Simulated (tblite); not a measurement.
Compound: C3H6F2O2Si (charge -1 and doublet state).
SMILES with atom numbers: `[F:1][CH:2]([F:3])[O:4][CH-:5][CH:6][O:7][SiH3:8]` (hydrogens: H9 on C2; H10 on C5; H11 on C6; H12, H13, H14 on Si8)

Computed with GFN2-xTB (tblite), gas phase: L-BFGS steps from a force-field or distance-geometry start until the largest atomic force falls under 0.01 eV/Å.

Step 191: E = -788.8725 eV
```
atom  x, y, z in Å  |  force x, y, z in eV/Å
F1      2.3995   -1.9110   -1.2525    0.033   0.072   0.070
C2      2.2339   -0.6501   -0.6341   -0.089  -0.030   0.022
F3      3.4650   -0.0434   -0.9453   -0.044  -0.058   0.034
O4      1.9777   -0.7191    0.6077    0.101   0.007  -0.181
C5      0.5584    0.1574    1.1071    0.088  -0.031   0.021
C6      0.0667    1.0505    0.2378   -0.050   0.023   0.023
O7     -1.2568    1.0752   -0.2707   -0.055  -0.042   0.009
Si8    -2.5383    0.1710    0.0028   -0.011  -0.014   0.023
H9      1.4860   -0.1184   -1.2717    0.022  -0.002   0.036
H10    -0.0491   -0.6493    1.4866   -0.075   0.037  -0.007
H11     0.6252    1.8728   -0.1808    0.045   0.022  -0.016
H12    -2.4494   -1.2378   -0.4115    0.022  -0.001  -0.005
H13    -2.9539    0.1583    1.4215    0.005  -0.009  -0.028
H14    -3.5654    0.8433   -0.7989    0.007   0.027  -0.002
```

Step 192: E = -788.8749 eV
```
atom  x, y, z in Å  |  force x, y, z in eV/Å
F1      2.3736   -1.9141   -1.2393   -0.013  -0.081  -0.006
C2      2.2193   -0.6545   -0.6378   -0.071   0.132  -0.079
F3      3.4538   -0.0649   -0.9641    0.030   0.015   0.030
O4      1.9757   -0.7057    0.6062    0.031   0.002   0.000
C5      0.5757    0.1674    1.1134    0.032  -0.041   0.015
C6      0.0710    1.0668    0.2517    0.030  -0.055   0.046
O7     -1.2517    1.0733   -0.2534   -0.055  -0.002  -0.004
Si8    -2.5299    0.1598    0.0006   -0.003   0.020  -0.012
H9      1.4748   -0.1113   -1.2728    0.019  -0.059   0.052
H10    -0.0416   -0.6363    1.4896   -0.036   0.052  -0.014
H11     0.6299    1.8865   -0.1727    0.008   0.022  -0.023
H12    -2.4364   -1.2449   -0.4245    0.030  -0.013  -0.004
H13    -2.9707    0.1357    1.4097    0.012  -0.014   0.011
H14    -3.5441    0.8418   -0.8085   -0.014   0.020  -0.012
```

Step 193: E = -788.8752 eV
```
atom  x, y, z in Å  |  force x, y, z in eV/Å
F1      2.2577   -1.9356   -1.2029   -0.002   0.075   0.096
C2      2.1675   -0.6501   -0.6391    0.034   0.116   0.113
F3      3.4094   -0.1074   -1.0354   -0.210  -0.093   0.106
O4      1.9776   -0.6467    0.6262    0.111  -0.016  -0.369
C5      0.6131    0.1876    1.1410    0.014  -0.119   0.027
C6      0.0930    1.0961    0.2848   -0.002  -0.006   0.006
O7     -1.2239    1.0789   -0.2319   -0.120  -0.040   0.028
Si8    -2.4919    0.1368   -0.0234    0.075   0.062  -0.009
H9      1.4080   -0.1050   -1.2533    0.072  -0.073   0.076
H10    -0.0186   -0.6161    1.5025   -0.004   0.067  -0.023
H11     0.6464    1.9241   -0.1323   -0.011   0.003  -0.026
H12    -2.3748   -1.2607   -0.4739    0.038   0.017   0.005
H13    -2.9685    0.0732    1.3753    0.033  -0.013  -0.007
H14    -3.4956    0.8244   -0.8396   -0.028   0.020  -0.020
```

Problem. Estimate the geometry and energy of step 194. (The exact step hangs on the optimiser's Hessian estimate; all steps are aligned on step 193, rigid shifts and turns removed.)

Solution. E = -788.8778 eV, largest force 0.098 eV/Å
```
atom  x, y, z in Å  |  force x, y, z in eV/Å
F1      2.3187   -1.9254   -1.2163    0.001   0.004   0.029
C2      2.1916   -0.6493   -0.6385    0.024   0.054   0.023
F3      3.4252   -0.0779   -1.0002   -0.064  -0.033   0.025
O4      1.9801   -0.6725    0.6167    0.001   0.001  -0.098
C5      0.5970    0.1736    1.1269    0.012  -0.031   0.027
C6      0.0832    1.0785    0.2684    0.014  -0.030   0.019
O7     -1.2375    1.0745   -0.2414   -0.019   0.015   0.009
Si8    -2.5108    0.1497   -0.0120    0.003  -0.005  -0.030
H9      1.4351   -0.1148   -1.2613    0.012  -0.029   0.026
H10    -0.0337   -0.6229    1.5000    0.004   0.026  -0.023
H11     0.6408    1.8968   -0.1602    0.008   0.021  -0.020
H12    -2.4055   -1.2505   -0.4540    0.026   0.001  -0.007
H13    -2.9674    0.0973    1.3902    0.008  -0.010   0.039
H14    -3.5174    0.8422   -0.8203   -0.032   0.015  -0.020
```

The energy changes by -0.0026 eV. The first-order estimate −F·Δx gives -0.0058 eV and the mean of the old and new forces, exact on a quadratic surface, -0.0029 eV. The step makes an angle of 85° with the force vector and moves no atom by more than 0.063 Å.

What follows is the cost of the whole relaxation. The run took 2.4 s wall on an Arm Neoverse N1 with one thread, no GPU (shared host).
